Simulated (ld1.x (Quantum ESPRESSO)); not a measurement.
Building the PAW potential for N (Z = 7) (PBE, scalar-relativistic).

```json
{
 "Element": "nitrogen",
 "Generator": "ld1.x (Quantum ESPRESSO) 7.5",
 "Type": "PAW",
 "Functional": "PBE",
 "Relativity": "scalar-relativistic",
 "Frozen core": "[He]",
 "Valence charge": "5",
 "Reference configuration": "2s2 2p3",
 "Partial waves": "2s (bound): rcut 0.80, rcutus 0.90 bohr; 2s channel at 0.75 Ry: rcut 0.80, rcutus 0.90 bohr; 2p (bound): rcut 1.90, rcutus 2.20 bohr; 2p channel at 0.7 Ry: rcut 1.90, rcutus 2.20 bohr",
 "Local potential": "all-electron potential smoothed inside 0.95 bohr (lloc = -1)",
 "Core correction": "a·sin(br)/r model core inside 0.75 bohr",
 "Augmentation charge": "BESSEL, radius 0.60 bohr"
}
```

All-electron outer shells of the reference configuration (PBE, scalar-relativistic, ld1.x):

```json
{"shell": "1s", "level (eV)": "-384.72", "outermost node (bohr)": "–", "outermost maximum (bohr)": "0.15"}
{"shell": "2s", "level (eV)": "-18.58", "outermost node (bohr)": "0.32", "outermost maximum (bohr)": "1.02"}
{"shell": "2p", "level (eV)": "-7.09", "outermost node (bohr)": "–", "outermost maximum (bohr)": "0.98"}
```

What the tests gave:

| Item | Value |
| --- | --- |
| Configuration tests | test run stopped at test 3 of 7 (negative rho) |
| Lowest eigenvalue of the overlap operator | -0.54 (p channel); it is negative, so in a basis up to 400 Ry S is not positive definite and the file is unfit for use |

The ghost test of this file was not conclusive. Its overlap operator is not positive definite in a basis up to 400 Ry (lowest eigenvalue p -0.54), so the file is unfit for use: the generalised eigenproblem breaks down once the basis is large enough, and its test numbers describe a broken file.

Generation and tests took about 2.3 s on one core of a shared server CPU.
